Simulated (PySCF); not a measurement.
C₃H₈NSi (doublet state).
Atom-mapped SMILES: `[CH2:1]/[CH:2]=[N:3]/[SiH2:4][CH3:5]` (hydrogens: H6, H7 on C1; H8 on C2; H9, H10 on Si4; H11, H12, H13 on C5)

Geometry (GFN2-xTB, Å), atoms numbered from 1 in this order:
```xyz
13
C3H8NSi angstrom
C      2.736   -0.526    0.260
C      1.600    0.211    0.468
N      0.571    0.122   -0.329
Si    -0.958    0.841   -0.419
C     -2.208   -0.573   -0.130
H      3.587   -0.443    0.911
H      2.797   -1.197   -0.578
H      1.582    0.890    1.327
H     -1.053    1.294   -1.810
H     -1.280    1.939    0.509
H     -1.985   -1.415   -0.775
H     -3.210   -0.226   -0.352
H     -2.184   -0.917    0.899
```

The hyperfine couplings belong to this conformer and change with its torsions.

Computed, not measured: PySCF 2.14.0, UKS B3LYP, pcH-1 on C H N Si, non-relativistic, mean-field spin-orbit, GIAO. One conformer (not necessarily the lowest) at the GFN2-xTB geometry, without solvent, vibrations or thermal averaging. A GFN2-xTB geometry isn't a minimum of the functional, and hyperfine couplings can be far from their values at a DFT geometry. Stability of the SCF solution: not tested. ⟨S²⟩ is 0.773 where a pure state has 0.75.

(1) Predict the first-order ENDOR lines of N3, H6, H7, H9/H10, H8 and H11/H12/H13 under fast tumbling at B = 1214.6 mT (Q band).

(2) Which pairs are centred on the nuclear Larmor frequency, and which on half the coupling?

(3) At what field would the lower line of H7 fall to zero frequency?

Answers

(1) For S = 1/2 in fast tumbling each set of equivalent nuclei gives two lines, ν± = |νn ± a/2| to first order, with νn = g_N μN B/h and μN/h = 7.62259 MHz/T.

```tsv
nuclei	isotope	g_N	νn (MHz)	a_iso (MHz)	lower line (MHz)	upper line (MHz)
N3	14N	0.4038	3.74	17.36	4.94	12.42
H6	1H	5.5857	51.71	-44.61	29.41	74.02
H7	1H	5.5857	51.71	-43.69	29.87	73.56
H9/H10	1H	5.5857	51.71	20.37	41.53	61.90
H8	1H	5.5857	51.71	7.58	47.93	55.50
H11/H12/H13	1H	5.5857	51.71	0.95	51.24	52.19
```

(2) Centred on νn, since |a| < 2νn: H6, H7, H9/H10, H8 and H11/H12/H13. Centred on |a|/2 and split by 2νn: N3.

(3) Where νn = |a|/2, that is B = 21.84 MHz/(5.5857 × 7.62259 MHz/T) = 513 mT, as far as first order holds there.

Class means assume fast exchange of nuclei equivalent by connectivity; if that motion is slow, each nucleus keeps its own coupling. H6 and H7 aren't averaged: C1 is flat or nearly so (angle sum 360°), and its turn about the short C1–C2 bond (1.37 Å) is taken as slow. The three 1H nuclei of mean +1.0 MHz run from -2.3 to 7.3 MHz in the frozen geometry. The 1H value of +20.4 MHz is a mean of couplings from -2.8 to 43.6 MHz in this one geometry, not an average over conformers.

The Mulliken spin populations are largest on C1 (+0.73), N3 (+0.50) and C2 (-0.21). The angles at C1 add up to 360.0°, so it is planar; its axial dipolar tensor and the negative couplings of its protons fit spin in a p orbital normal to that plane.
